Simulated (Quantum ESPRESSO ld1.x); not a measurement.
Excited configurations of Fe2+: one electron is placed in a higher orbital outside [Ar] 3d5. The ground configuration is [Ar] 3d6. Method: scalar-relativistic Kohn-Sham, LDA (Slater exchange, Perdew-Wang correlation), spin-polarised, spherical densities, point nucleus; open shells are filled with parallel spins first; computed with ld1.x of Quantum ESPRESSO 7.5. Excitation = E - E(ground); binding = E(ion) - E, where the ion is the core of charge +3; n* = 3/sqrt(2 binding) in atomic units, and the quantum defect is n - n*.

outer orbital  excitation (eV)  binding (eV)     n*  quantum defect  eigenvalue (eV)  <r> (bohr)
5d                      24.171         7.471  4.048           0.952           -6.323       7.449
5f                      26.412         5.230  4.838           0.162           -4.396       9.896
6p                      25.235         6.407  4.372           1.628           -5.551       9.534
7s                      26.816         4.826  5.037           1.963           -4.219       13.06
7p                      27.336         4.306  5.333           1.667           -3.757       14.36

The Delta-SCF ionisation energy is 31.642 eV (NIST Atomic Spectra Database: 30.65 eV, measured). Self-interaction in the functional shifts the binding energies and quantum defects, so they are the method's values and not measured ones. Open shells are spherical and high-spin; term and fine-structure splittings are not resolved.
